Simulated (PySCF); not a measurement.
**Whose spectrum? (redox-flow and redox-shuttle molecule)**

All values: TDDFT BHandHLYP/6-31G*, gas phase, PySCF SCF with an in-house response code, fitting set def2-universal-JFIT up to Ne and JKFIT beyond, grid level 1 (kernel 0), vertical, one conformer each, geometries GFN2-xTB; core orbitals frozen in the response. The lowest 8 singlets were sought, and the brightest is taken among them. The runs took 0.8 to 3 CPU minutes each on shared server CPUs.

One system has its HOMO at -6.80 eV, its LUMO at 0.19 eV and these singlet states:

```csv
state,eV,f
S1,4.75,0.022
S2,4.86,0.004
S3,5.19,0.180
S4,5.27,0.011
S5,5.42,0.173
S6,5.69,0.224
S7,5.79,0.041
S8,6.08,0.207
```

**Question.** Which is it?
A. C=Cc1ccc2c(c1)Sc1ccccc1S2 (C14H10S2)
B. [SiH3]c1cccc2c1Sc1ccccc1S2 (C12H10S2Si)
C. C=Cc1cccc2c1Sc1ccccc1S2 (C14H10S2)
D. Cc1ccc2c(c1)Sc1ccccc1S2 (C13H10S2)
E. C#Cc1ccc2c(c1)Sc1ccccc1S2 (C14H8S2)

**Answer.** C.

**Question.** How do the candidates compare?

**Answer.** 
```csv
system,HOMO / eV,LUMO / eV,S1 / eV,f(S1),brightest state sought / eV
C#Cc1ccc2c(c1)Sc1ccccc1S2,-6.67,-0.01,4.41,0.054,5.27
C=Cc1ccc2c(c1)Sc1ccccc1S2,-6.50,-0.02,4.34,0.081,5.22
C=Cc1cccc2c1Sc1ccccc1S2,-6.80,0.19,4.75,0.022,5.69
Cc1ccc2c(c1)Sc1ccccc1S2,-6.52,0.59,4.59,0.001,5.96
[SiH3]c1cccc2c1Sc1ccccc1S2,-6.77,0.43,4.68,0.001,5.93
```
